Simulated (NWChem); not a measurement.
C₂H₄FNOSi; SMILES O1[Si@H](F)C=NC1

```xyz
10

F      0.0960     1.9897    -0.6523
Si     0.0483     0.7907     0.4625
C      1.2987    -0.5854     0.1116
N      0.6857    -1.6580    -0.2640
C     -0.7556    -1.5328    -0.2570
O     -1.2296    -0.2687     0.1975
H     -0.0593     1.4788     1.7807
H      2.4051    -0.5920     0.1361
H     -1.1216    -1.7306    -1.2909
H     -1.1681    -2.3328     0.3986
```
Atoms are numbered in this order, from 1.

Computed with NWChem. Pople sets run with spherical d functions. STO-3G and 3-21G are far too small for this property and stand as cheap habits. Coordinates come from a PBE-D3(BJ)/def2-SVP optimisation. Field at 589 nm.

```
level           isotropic polarisability (bohr³)  anisotropy (bohr³)  relative time
--------------  --------------------------------  ------------------  -------------
B3LYP/STO-3G                                28.4                19.8              1
B3LYP/6-31G*                                48.2                24.3              7
B3LYP/def2-SVP                              49.0                24.0              6
```

Relative times are rough (shared machine, one core).
